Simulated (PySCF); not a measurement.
2-fluorocyclopent-2-en-1-one (C5H5FO), SMILES O=C1CCC=C1F.

Geometry optimised at PBE0-D3(BJ)/def2-SVP. The values are those of a single conformer.

Method: SMD-B3LYP/def2-SVP (PySCF).

Solvation free energies are E(SMD) − E(gas) at the gas-phase geometry, for 1 M in both phases. In vacuum the dipole moment is 4.01 D.

```json
[
 {"solvent": "water", "ΔG(solv) (kcal/mol)": "(withheld)", "its non-electrostatic (CDS) part": "(withheld)", "dipole (D)": "(withheld)"},
 {"solvent": "acetone", "ΔG(solv) (kcal/mol)": "-7.4", "its non-electrostatic (CDS) part": "-2.0", "dipole (D)": "5.18"},
 {"solvent": "methanol", "ΔG(solv) (kcal/mol)": "-6.8", "its non-electrostatic (CDS) part": "1.3", "dipole (D)": "5.68"}
]
```

**Question.** Complete the blanks. (The exact figures need the calculation; the answer reports its results.)

**Answer.** 
- water, ΔG(solv) (kcal/mol): -4.3
- water, its non-electrostatic (CDS) part: 3.9
- water, dipole (D): 5.74
